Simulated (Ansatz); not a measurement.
Consider the homolysis of the F–In bond: `[F][InH2]` → F• + `[InH2]`•.

Program: Ansatz. Geometries: PBE0-D4/def2-TZVP. ΔE: electronic, gas phase. CBS: MP2 limit from def2 TZ/QZ plus the TZ coupled-cluster correction, frozen cores. This one scheme is used for every species, atoms too. DFT in def2-TZVPP. Open shells (•) are unrestricted, without spin–orbit coupling. Spin–orbit coupling would lower the free atoms: a little for F. def2 core potentials past Kr. Bonds to In are less sure, by a few kJ/mol each and by 10 to 20 or more in all where they break to atoms, as the def2 sets lack core-valence functions.

`[F][InH2]`:

Cartesian coordinates in Å:
```
F -1.090 1.015 0.951
In 0.120 -0.111 -0.104
H 1.429 0.808 -0.686
H -0.459 -1.711 -0.161
```

`[InH2]`•:

Cartesian coordinates in Å:
```
In -0.379 0.184 0.400
H 1.022 -0.756 0.894
H -0.643 0.572 -1.294
```

```
         level  ΔE (eV)
        r2SCAN     5.16
  MP2/def2-SVP     5.11
 HF/def2-QZVPP     3.50
CCSD/CBS(def2)     5.26
```

Task: What does CCSD(T)/CBS give? (Best estimate.)

Result: Computed: +5.38 eV. The listed levels differ from it by -0.22, -0.27, -1.88, -0.12 eV.

Largest T1 diagnostic among the species: 0.018.

At CCSD(T), def2-SVP lies −0.60 eV from the extrapolated value and def2-TZVPP −0.28 eV: correlation converges slowly with the basis, and small sets miss more of it in the bonded molecule than in its fragments. Leaving LDA and LC-ωPBE aside and taking each functional with its dispersion term where it has one, the values, not all of them listed here, spread over 0.55 eV, from BHLYP-D4 to PBE-D4. LDA lies +0.80 eV from PBE without D4, its usual overbinding.

CCSD(T)/CBS has its own doubt, a few kJ/mol and more with outer-core shells, so smaller differences from it don't rank the levels.
